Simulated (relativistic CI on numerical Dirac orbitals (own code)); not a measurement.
## Electric-dipole transitions in Al²⁺

Computed by Dirac-Coulomb-Breit CI, orbitals from a KLI potential per configuration, QED by a radiative potential, valence Slater integrals scaled by 0.85, P86 correlation estimate, and configurations built on the next ion tied to the tabulated ionisation energy (semi-empirical) (own radial code, finite nucleus).

Configurations in the expansion (outside the closed core [Ne]): 3s, 3p, 3d, 4s, 4p, 4d, 4f, 5s, 5p, 5d, 5g, 5f. Levels of other configurations are missing.

```tsv
λ vac (nm)	Lower	Upper	A (s⁻¹)	gf	Branching (%)
134.82	3d 2D_5/2 [4]	5f 2F°_7/2 [19]	4.46e+08	9.72e-01	67.4
134.83	3d 2D_3/2 [5]	5f 2F°_5/2 [18]	4.16e+08	6.80e-01	62.9
138.94	3p 2P°_1/2 [2]	4s 2S_1/2 [6]	4.30e+08	2.49e-01	33.3
139.37	3p 2P°_3/2 [3]	4s 2S_1/2 [6]	8.61e+08	5.01e-01	66.7
162.69	3p 2P°_1/2 [2]	3d 2D_3/2 [5]	1.17e+09	1.85e+00	83.4
163.27	3p 2P°_3/2 [3]	3d 2D_3/2 [5]	2.31e+08	3.70e-01	16.6
163.29	3p 2P°_3/2 [3]	3d 2D_5/2 [4]	1.39e+09	3.33e+00	100.0
183.42	3s 2S_1/2 [1]	3p 2P°_3/2 [3]	5.97e+08	1.20e+00	100.0
184.17	3s 2S_1/2 [1]	3p 2P°_1/2 [2]	5.89e+08	5.99e-01	100.0
192.49	3d 2D_5/2 [4]	4f 2F°_7/2 [12]	1.27e+09	5.64e+00	100.0
192.49	3d 2D_5/2 [4]	4f 2F°_5/2 [11]	8.46e+07	2.82e-01	6.7
192.51	3d 2D_3/2 [5]	4f 2F°_5/2 [11]	1.18e+09	3.95e+00	93.3
354.70	3d 2D_5/2 [4]	4p 2P°_3/2 [8]	1.36e+08	1.03e+00	49.5
355.70	3d 2D_3/2 [5]	4p 2P°_1/2 [7]	1.51e+08	5.72e-01	54.6
374.17	4p 2P°_1/2 [7]	5s 2S_1/2 [13]	1.10e+08	4.61e-01	13.5
375.21	4p 2P°_3/2 [8]	5s 2S_1/2 [13]	2.20e+08	9.27e-01	27.0
418.94	4d 2D_5/2 [9]	5f 2F°_7/2 [19]	2.15e+08	4.53e+00	32.6
419.01	4d 2D_3/2 [10]	5f 2F°_5/2 [18]	2.01e+08	3.17e+00	30.4
449.85	4f 2F°_5/2 [11]	5g 2G_7/2 [20]	3.33e+08	8.07e+00	96.4
449.86	4f 2F°_7/2 [12]	5g 2G_9/2 [21]	3.45e+08	1.05e+01	100.0
450.67	4p 2P°_1/2 [7]	4d 2D_3/2 [10]	2.11e+08	2.57e+00	74.8
452.18	4p 2P°_3/2 [8]	4d 2D_3/2 [10]	4.20e+07	5.15e-01	14.9
452.25	4p 2P°_3/2 [8]	4d 2D_5/2 [9]	2.52e+08	4.63e+00	90.0
565.48	4s 2S_1/2 [6]	4p 2P°_3/2 [8]	9.05e+07	1.74e+00	32.9
567.86	4s 2S_1/2 [6]	4p 2P°_1/2 [7]	8.94e+07	8.65e-01	32.4
796.02	4d 2D_5/2 [9]	5p 2P°_3/2 [15]	5.40e+07	2.05e+00	33.1
798.33	4d 2D_3/2 [10]	5p 2P°_1/2 [14]	5.98e+07	1.14e+00	36.3
938.58	5p 2P°_1/2 [14]	5d 2D_3/2 [17]	6.18e+07	3.27e+00	60.8
941.50	5p 2P°_3/2 [15]	5d 2D_3/2 [17]	1.23e+07	6.54e-01	12.1
941.69	5p 2P°_3/2 [15]	5d 2D_5/2 [16]	7.38e+07	5.89e+00	73.1
```

Terms are leading LS components. Brackets give the number of a level in order of energy, since labels repeat. The list gives strong lines, with weight on those to low levels, without lines whose two gauges differ by over a factor of 2.5, and without lines across small gaps between configurations. Levels whose partners in the same complex of configurations lie outside the list can be far off, and so can their lines. Rates are taken at the computed energies, electric ones in the length gauge.

Configurations that consist of the next ion and one excited electron were tied to the tabulated ionisation energy; Rydberg ones are usually within 1,000 to 3,000 cm⁻¹ and the lowest ones within about 6,000 (9,000 in d shells), while levels on excited terms of the next ion carry the error of that term, and the other configurations can be misplaced by 10,000 cm⁻¹ or more. Rates follow the energies as ν³ (E1, M1) or ν⁵ (E2), so rates, branching and lifetimes can be off by large factors. The fine structure of a lone outer electron comes out too small, for d and f at times inverted, and misplaced configurations move strength between like terms. 18 of the 18 excited levels that our extract of the measured tables holds in this range could be paired (the sources list more); they are missed by 232 cm⁻¹ on average and 616 at most, and levels without a partner can miss by more.

Question: From the table, what is the radiative lifetime of 5f 2F°_7/2?

Answer: The listed rates from this level add up to about 6.61e+08 s⁻¹, 100 % of its decay; with all channels τ = 1.51e-09 s.
